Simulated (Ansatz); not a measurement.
Consider the ligand exchange at a Zr–S bond: `[F][Zr]([F])([F])[SH]` + `CC(C)N` → `CC(C)[NH][Zr]([F])([F])[F]` + H₂S.

Gas-phase electronic energies from Ansatz, PBE0-D4/def2-TZVP geometries. CBS: MP2 limit from def2 TZ/QZ plus the TZ coupled-cluster correction, frozen cores. This one scheme is used for every species. Functionals use def2-TZVPP. def2 core potentials past Kr. For Zr outer-core shells are correlated without core-valence functions, which leaves a few kJ/mol of doubt a bond. One conformer a species, not always the lowest.

`[F][Zr]([F])([F])[SH]`:

Z-matrix (Å, degrees):
```
Zr
F 1 1.892
F 1 1.892 2 107.2
F 1 1.889 2 111.5 3 122.7
S 1 2.441 2 109.6 3 -118.8
H 5 1.348 1 91.1 2 60.3
```

`CC(C)N`:

Cartesian coordinates in Å:
```
C 0.689 0.058 1.204
C -0.173 -0.316 0.013
C -0.945 0.881 -0.510
N 0.688 -0.823 -1.050
H 1.242 -0.808 1.580
H 1.415 0.823 0.917
H 0.077 0.444 2.023
H -0.905 -1.070 0.349
H -1.602 1.290 0.261
H -1.566 0.606 -1.367
H -0.252 1.662 -0.833
H 1.197 -1.640 -0.736
H 0.136 -1.106 -1.851
```

`CC(C)[NH][Zr]([F])([F])[F]`:

Z-matrix (Å, degrees):
```
Zr
F 1 1.904
N 1 2.013 2 105.9
F 1 1.914 2 111.9 3 -119.5
F 1 1.914 2 111.8 3 119.5
C 1 3.211 2 155.0 3 0.1
C 1 3.134 2 127.3 3 0.4
H 1 2.670 2 86.7 3 0.3
H 6 1.091 3 145.4 1 178.5
H 6 1.095 1 69.9 2 -120.6
H 6 1.096 1 71.4 2 120.0
C 7 1.520 1 124.0 2 71.9
H 7 1.100 1 120.7 2 -75.4
H 12 1.093 7 110.9 1 151.2
H 12 1.093 7 110.3 1 30.9
H 12 1.093 7 111.0 1 -88.9
```

H₂S:

```xyz
3

S    -0.400   -0.210    0.424
H     0.568   -0.784   -0.305
H    -0.168    0.995   -0.118
```

```json
{"species": "`[F][Zr]([F])([F])[SH]`", "CAM-B3LYP-D4 energy (Eh)": "-745.75557"}
{"species": "`CC(C)N`", "CAM-B3LYP-D4 energy (Eh)": "-174.46903"}
{"species": "`CC(C)[NH][Zr]([F])([F])[F]`", "CAM-B3LYP-D4 energy (Eh)": "-520.80556"}
{"species": "H₂S", "CAM-B3LYP-D4 energy (Eh)": "-399.41479"}
```

Q: Work out ΔE.

A: ΔE = (-520.80556) + (-399.41479) − (-745.75557) − (-174.46903) = 0.00425 Eh = +11.2 kJ/mol. CCSD(T)/CBS gives +11.2 kJ/mol.

Largest T1 diagnostic among the species: 0.018.

Leaving LDA and LC-ωPBE aside and taking each functional with its dispersion term where it has one, the values, not all of them listed here, spread over 11.2 kJ/mol, from CAM-B3LYP-D4 to B97M-V. LDA lies −11.1 kJ/mol from PBE without D4. The D4 term adds −9.2 kJ/mol with B3LYP and −5.5 kJ/mol with PBE0; it sums over pairs of atoms, weighted by their polarisabilities, and B3LYP, whose exchange is more repulsive, gets the larger term. In def2-TZVPP, CCSD(T) changes the Hartree–Fock value by −17.5 kJ/mol (the triples alone add −0.5 kJ/mol) and MP2 by −17.5 kJ/mol.

B3LYP here is the variant with VWN-RPA as its local correlation; programs differ in this.
